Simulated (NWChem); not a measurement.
System meant: C2H4FNSi; SMILES C#C[Si@H](F)N

The following NWChem deck was run.

```
start job
memory heap 200 mb stack 900 mb global 1100 mb
geometry units angstroms noautoz
  C      0.015059     2.564036    -0.126880
  C      0.038337     1.360466     0.048817
  Si     0.084012    -0.445555     0.339281
  N     -1.425041    -1.095496    -0.106737
  F      1.335075    -1.013313    -0.535969
  H     -0.005405     3.628585    -0.282212
  H      0.383963    -0.795902     1.747031
  H     -1.916061    -0.772427    -0.931935
  H     -1.703316    -2.031499     0.162400
end
basis spherical
  C library def2-svp
  Si library def2-svp
  N library def2-svp
  F library def2-svp
  H library def2-svp
end
dft
  xc xpbe96 cpbe96
  iterations 4
  mulliken
end
task dft energy
```

End of the output:

```
    Atom       Charge   Shell Charges
 -----------   ------   -------------------------------------------------------
    1 C    6     5.98   1.97  0.64  0.36  1.78  1.19  0.05
    2 C    6     6.25   1.97  0.68  0.37  1.88  1.30  0.04
    3 Si  14    13.49   2.00  1.92  0.60  0.29  5.81  1.25  0.94  0.68
    4 N    7     7.19   1.97  0.70  0.43  2.27  1.80  0.02
    5 F    9     9.18   1.98  1.02  0.77  3.20  2.22  0.01
    6 H    1     0.95   0.60  0.28  0.08
    7 H    1     1.10   0.65  0.43  0.02
    8 H    1     0.92   0.59  0.21  0.13
    9 H    1     0.92   0.59  0.21  0.13

 center of mass
 --------------
 x =   0.09983072 y =  -0.02089414 z =  -0.01235772

 moments of inertia (a.u.)
 ------------------
         619.498726798875          -0.000000000000          -0.000000000000
          -0.000000000000         292.811392195540           0.000000000000
          -0.000000000000           0.000000000000         828.104842958527

     Multipole analysis of the density
     ---------------------------------

     L   x y z        total         alpha         beta         nuclear
     -   - - -        -----         -----         ----         -------
     0   0 0 0     -0.000000    -23.000000    -23.000000     46.000000

     1   1 0 0     -0.758359     -0.379180     -0.379180      0.000000
     1   0 1 0      0.123937      0.061969      0.061969      0.000000
     1   0 0 1     -0.226191     -0.113095     -0.113095      0.000000

     2   2 0 0    -27.528221    -80.276905    -80.276905    133.025590
     2   1 1 0      2.913522     -4.086533     -4.086533     11.086588
     2   1 0 1      1.914581     -1.481888     -1.481888      4.878358
     2   0 2 0    -19.377564   -169.519904   -169.519904    319.662244
     2   0 1 1     -0.921405      1.212390      1.212390     -3.346185
     2   0 0 2    -26.307478    -27.820936    -27.820936     29.334394

 ------------------------------------------------------------------------
 dft energy failed                                                                                  0
 ------------------------------------------------------------------------
 ------------------------------------------------------------------------
  current input line :
    26: task dft energy
 ------------------------------------------------------------------------
 ------------------------------------------------------------------------
 This type of error is most commonly associated with calculations not reaching convergence criteria
 ------------------------------------------------------------------------
 For more information see the NWChem manual at https://nwchemgit.github.io

0:dft energy failed:Received an Error in Communication
```

Find the fault in this run and fix the input.

Convergence was not reached. Cause: the SCF was allowed too few iterations. This input runs:
```
start job
memory heap 200 mb stack 900 mb global 1100 mb
geometry units angstroms noautoz
  C      0.015059     2.564036    -0.126880
  C      0.038337     1.360466     0.048817
  Si     0.084012    -0.445555     0.339281
  N     -1.425041    -1.095496    -0.106737
  F      1.335075    -1.013313    -0.535969
  H     -0.005405     3.628585    -0.282212
  H      0.383963    -0.795902     1.747031
  H     -1.916061    -0.772427    -0.931935
  H     -1.703316    -2.031499     0.162400
end
basis spherical
  * library def2-svp
end
dft
  xc xpbe96 cpbe96
  iterations 150
  mulliken
end
task dft energy
```
It converges to -522.04823 Ha (PBE/def2-SVP).
